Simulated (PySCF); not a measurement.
PySCF input for SSi, SMILES S=[Si] (connectivity only; charge and spin as stated), neutral, multiplicity 1, TDDFT-LC-ωPBE/def2-TZVPD. Coordinates come from a PBE-D3(BJ)/def2-TZVPD optimisation.

```python
import numpy as np
from pyscf import gto, scf, dft, tdscf

mol = gto.M(
    atom='''
    Si    0.00000000    0.00000000   -1.04079050
    S     0.00000000    0.00000000    0.91069168
    ''',
    basis='def2-TZVPD',
    charge=0,
    spin=0,
    symmetry=True,
    symmetry_subgroup='C2v',
    max_memory=1600,
    verbose=4,
)
mf = dft.RKS(mol, xc='lc_wpbe').density_fit(auxbasis='def2-universal-jkfit')
mf.grids.level = 3
mf.conv_tol = 1e-9
mf.max_cycle = 100
mf.kernel()
mf.grids = dft.Grids(mol).set(level=1).build(with_non0tab=True)  # coarser grid for the response kernel
td = tdscf.TDDFT(mf)
td.singlet = True
td.nstates = 10
td.conv_tol = 1e-4
td.kernel(x0=td.get_init_guess(mf, 15))
td.analyze()
tt = tdscf.TDA(mf)
tt.singlet = False
tt.nstates = 4
tt.conv_tol = 1e-4
tt.kernel(x0=tt.get_init_guess(mf, 9))
tt.analyze(verbose=3)
```

It prints:

```
PySCF version 2.14.0

[INPUT] verbose = 4
[INPUT] num. atoms = 2
[INPUT] num. electrons = 30
[INPUT] charge = 0
[INPUT] spin (= nelec alpha-beta = 2S) = 0
[INPUT] symmetry True subgroup C2v
[INPUT] Mole.unit = angstrom
[INPUT] Symbol           X                Y                Z      unit          X                Y                Z       unit  Magmom
[INPUT]  1 Si     0.000000000000   0.000000000000  -1.040790500000 AA    0.000000000000   0.000000000000  -1.966808998049 Bohr   0.0
[INPUT]  2 S      0.000000000000   0.000000000000   0.910691680000 AA    0.000000000000   0.000000000000   1.720957859120 Bohr   0.0

nuclear repulsion = 60.7413669778322
point group symmetry = Coov, use subgroup C2v
symmetry origin: [ 0.00000000e+00  0.00000000e+00 -7.55890449e-09]
symmetry axis x: [1. 0. 0.]
symmetry axis y: [0. 1. 0.]
symmetry axis z: [0. 0. 1.]
num. orbitals of irrep A1 = 39
num. orbitals of irrep A2 = 8
num. orbitals of irrep B1 = 21
num. orbitals of irrep B2 = 21
number of shells = 31
number of NR pGTOs = 141
number of NR cGTOs = 89
basis = def2-TZVPD
ecp = {}


[settings echo left out]
init E= -687.408018307779
HOMO (A1) = -0.300389487102827  LUMO (B1) = -0.0694128540400047  gap/eV = 6.28519
cycle= 1 E= -687.419979235179  delta_E= -0.012  |g|= 0.404  |ddm|= 1.19
HOMO (B1) = -0.341912360104898  LUMO (B2) = -0.0425946022443355  gap/eV = 8.14485
cycle= 2 E= -687.413173413523  delta_E= 0.00681  |g|=  0.5  |ddm|= 0.821
HOMO (B2) = -0.390902256695888  LUMO (B2) = -0.0201998131312404  gap/eV = 10.08733
cycle= 3 E= -687.483948850959  delta_E= -0.0708  |g|= 0.0307  |ddm|= 0.427
HOMO (A1) = -0.392443152412181  LUMO (B2) = -0.0141680882379802  gap/eV = 10.29339
cycle= 4 E= -687.484246416993  delta_E= -0.000298  |g|= 0.00738  |ddm|= 0.0467
HOMO (A1) = -0.392995312093941  LUMO (B2) = -0.0132472940916184  gap/eV = 10.33347
cycle= 5 E= -687.484280585897  delta_E= -3.42e-05  |g|= 0.00173  |ddm|= 0.0176
HOMO (A1) = -0.392779290891252  LUMO (B1) = -0.0131643956033738  gap/eV = 10.32985
cycle= 6 E= -687.484282231687  delta_E= -1.65e-06  |g|= 0.000455  |ddm|= 0.00404
HOMO (A1) = -0.392876034722384  LUMO (B2) = -0.0132625604272096  gap/eV = 10.32981
cycle= 7 E= -687.484282317767  delta_E= -8.61e-08  |g|= 0.000114  |ddm|= 0.000783
HOMO (A1) = -0.392872036026436  LUMO (B1) = -0.0132606600875587  gap/eV = 10.32975
cycle= 8 E= -687.484282328127  delta_E= -1.04e-08  |g|= 2.72e-05  |ddm|= 0.000288
HOMO (A1) = -0.392867145005908  LUMO (B1) = -0.0132579186536201  gap/eV = 10.32969
cycle= 9 E= -687.484282329102  delta_E= -9.75e-10  |g|= 1e-05  |ddm|= 8.27e-05
HOMO (A1) = -0.392867931893413  LUMO (B1) = -0.0132593130734371  gap/eV = 10.32968
Extra cycle  E= -687.484282329148  delta_E= -4.64e-11  |g|= 6.53e-06  |ddm|= 1.88e-05
converged SCF energy = -687.484282329148
tot grids = 12728


******** <class 'pyscf.tdscf.rks.TDDFT'> for <class 'pyscf.df.df_jk.DFSymAdaptedRKS'> ********
nstates = 10 singlet
deg_eia_thresh = 1.000e-03
wfnsym = None
conv_tol = 0.0001
eigh lindep = 1e-12
eigh level_shift = 0
eigh max_cycle = 100


Excitation energies (eV)
[4.06521661 4.34723866 4.34724311 4.38366445 4.38366445 6.21113767
 7.8336689  7.8336689  8.25386937 8.3076572 ]

** Singlet excitation energies and oscillator strengths **
Excited State   1:   A2      4.06522 eV    304.99 nm  f=0.0000
      13 -> 17       -0.49343
      14 -> 16        0.49343
Excited State   2:   A1      4.34724 eV    285.20 nm  f=0.0000
      13 -> 16        0.49366
      14 -> 17       -0.49366
Excited State   3:   A2      4.34724 eV    285.20 nm  f=0.0000
      13 -> 17        0.49366
      14 -> 16        0.49366
Excited State   4:   B1      4.38366 eV    282.83 nm  f=0.0232
      15 -> 16       -0.69966
Excited State   5:   B2      4.38366 eV    282.83 nm  f=0.0232
      15 -> 17       -0.69966
Excited State   6:   A1      6.21114 eV    199.62 nm  f=0.1813
      13 -> 16       -0.46675
      14 -> 17       -0.46675
      15 -> 19       -0.11423
      15 -> 22        0.14101
      15 -> 27       -0.15380
Excited State   7:   B1      7.83367 eV    158.27 nm  f=0.1169
      13 -> 18       -0.50884
      13 -> 19        0.13360
      13 -> 22       -0.43426
      13 -> 28       -0.12457
Excited State   8:   B2      7.83367 eV    158.27 nm  f=0.1169
      14 -> 18       -0.50884
      14 -> 19        0.13360
      14 -> 22       -0.43426
      14 -> 28       -0.12457
Excited State   9:   A1      8.25387 eV    150.21 nm  f=0.0013
      15 -> 18       -0.49183
      15 -> 19       -0.35122
      15 -> 22       -0.34134
Excited State  10:   A1      8.30766 eV    149.24 nm  f=1.0675
      13 -> 16       -0.12265
      13 -> 20        0.11322
      14 -> 17       -0.12265
      14 -> 21        0.11322
      15 -> 18       -0.16743
      15 -> 19        0.55006
      15 -> 22       -0.30105

** Transition electric dipole moments (AU) **
state          X           Y           Z        Dip. S.      Osc.
  1         0.0000      0.0000      0.0000      0.0000      0.0000
  2         0.0000      0.0000     -0.0000      0.0000      0.0000
  3         0.0000     -0.0000     -0.0000      0.0000      0.0000
  4         0.4644     -0.0000     -0.0000      0.2157      0.0232
  5        -0.0000      0.4644      0.0000      0.2157      0.0232
  6         0.0000     -0.0000      1.0915      1.1914      0.1813
  7        -0.7806     -0.0000     -0.0000      0.6093      0.1169
  8        -0.0000     -0.7806      0.0000      0.6093      0.1169
  9         0.0000     -0.0000      0.0788      0.0062      0.0013
 10         0.0000     -0.0000      2.2901      5.2447      1.0675

** Transition velocity dipole moments (imaginary part, AU) **
state          X           Y           Z        Dip. S.      Osc.
  1         0.0000      0.0000      0.0000      0.0000      0.0000
  2         0.0000      0.0000     -0.0000      0.0000      0.0000
  3         0.0000     -0.0000     -0.0000      0.0000      0.0000
  4         0.0741      0.0000     -0.0000      0.0055      0.0227
  5         0.0000      0.0741      0.0000      0.0055      0.0227
  6         0.0000     -0.0000      0.2500      0.0625      0.1826
  7        -0.2219     -0.0000     -0.0000      0.0492      0.1140
  8        -0.0000     -0.2219      0.0000      0.0492      0.1140
  9         0.0000     -0.0000      0.0236      0.0006      0.0012
 10         0.0000     -0.0000      0.7016      0.4923      1.0750

** Transition magnetic dipole moments (imaginary part, AU) **
state          X           Y           Z
  1         0.0000      0.0000     -0.0000
  2         0.0000     -0.0000     -0.0000
  3        -0.0000     -0.0000     -0.0000
  4         0.0000      1.7944     -0.0000
  5        -1.7944     -0.0000     -0.0000
  6         0.0000      0.0000      0.0000
  7         0.0000      0.0177     -0.0000
  8        -0.0177     -0.0000     -0.0000
  9        -0.0000     -0.0000      0.0000
 10        -0.0000     -0.0000     -0.0000


******** <class 'pyscf.tdscf.rks.TDA'> for <class 'pyscf.df.df_jk.DFSymAdaptedRKS'> ********
nstates = 4 triplet
deg_eia_thresh = 1.000e-03
wfnsym = None
conv_tol = 0.0001
eigh lindep = 1e-12
eigh level_shift = 0
eigh max_cycle = 100


Excitation energies (eV)
[3.07780352 3.07780352 3.30671592 3.63136735]

** Triplet excitation energies and oscillator strengths **
Excited State   1:   B1      3.07780 eV    402.83 nm  f=0.0000
Excited State   2:   B2      3.07780 eV    402.83 nm  f=0.0000
Excited State   3:   A1      3.30672 eV    374.95 nm  f=0.0000
Excited State   4:   A2      3.63137 eV    341.43 nm  f=0.0000
```

The run converged.
